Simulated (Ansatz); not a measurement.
A run for Ansatz (a first-principles code): U-PBE/def2-TZVPP on H4NSi (SMILES [NH][SiH3]), 2S+1 = 2, atoms moved off the minimum.

Ansatz 0.2 input:
```yaml
crystal:
  periodic: [false, false, false]
  atoms:
    - {symbol: N, position_ang: [1.15934444, -0.43362279, -0.25124959]}
    - {symbol: Si, position_ang: [-0.49181985, 0.15617713, 0.05537652]}
    - {symbol: H, position_ang: [1.85987522, 0.20768336, 0.07736991]}
    - {symbol: H, position_ang: [-0.73775000, 0.03388164, 1.52768796]}
    - {symbol: H, position_ang: [-1.45073081, -0.72444031, -0.67981242]}
    - {symbol: H, position_ang: [-0.68445064, 1.53970613, -0.33996750]}
basis:
  gaussian:
    orbitals: def2-TZVPP
hamiltonian:
  xc: {name: PBE}
magnetization: {spin_polarized: true, initial_magnetization: 1}
output: {forces: true}
```

The head of its log:

```
WARN ansatz: RAYON_NUM_THREADS=1 ignored (pool sized by the plan → 1); use --threads N
Functional definition: PBE
integrals: 0.03 GiB planned
679 factors; their error is unknown
mean field: 0.40 GiB planned
mean field evaluation 1: about -9418.9497 eV, gradient 4.0e1 eV
mean field evaluation 2: about -9376.3909 eV, gradient 8.7e1 eV
```

### Question
What total energy does the run end on?

### Answer
-346.3897 hartree.
